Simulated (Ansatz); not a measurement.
The cluster K3I2⁺, relaxed as a singlet with RKS r2SCAN-D4/def2-SVP in Ansatz, starting from the GFN1-xTB geometry. Force threshold 0.02 eV/Å.

In the def2 sets I takes a core potential; there is no spin–orbit coupling. Another isomer (singlet) lies 0.25 eV lower at PBE0-D4/def2-TZVP; other spin states weren't run for this one.

Start:

Cartesian coordinates in Å:
```
K 1.645 -1.257 1.066
K -2.037 -0.166 0.730
K 0.654 2.437 -3.442
I -0.439 -0.734 3.475
I 0.177 -0.279 -1.829
```

| step | energy (eV) | largest force component (eV/Å) | SCF passes |
| --- | --- | --- | --- |
| 1 | -65175.6887 | 0.367 | 13 |
| 2 | -65175.8055 | 0.230 | 17 |
| 3 | -65175.8864 | 0.073 | 17 |
| 4 | -65175.9013 | 0.059 | 16 |
| 5 | -65175.9066 | 0.045 | 16 |
| 6 | -65175.9171 | 0.042 | 15 |
| 7 | -65175.9240 | 0.062 | 15 |
| 8 | -65175.9282 | 0.081 | 15 |
| 9 | -65175.9311 | 0.065 | 16 |
| 10 | -65175.9334 | 0.030 | 16 |
| 11 (rejected) | -65175.9326 | 0.030 | 16 |
| 12 (rejected) | -65175.9328 | 0.033 | 17 |
| 13 | -65175.9340 | 0.008 | 17 |
| 14 | -65175.9341 | 0.003 | 17 |

Force components are those of the run's own axes.

End:

```xyz
5

K     2.041   -1.093    1.251
K    -2.439    0.015    0.975
K     0.736    1.983   -4.128
I    -0.556   -1.475    3.136
I     0.218    0.570   -1.235
```

By distances, no bond broke or formed. The bond that changes most is K2–I5, from 3.39 to 3.50 Å (atoms count from 1).

The force fell under the threshold at step 13, but the optimiser went on. No frequencies were taken in this run, so the end may be a saddle point.

Hardware: 4 threads of Intel Xeon on a shared host. Wall time 79 s.
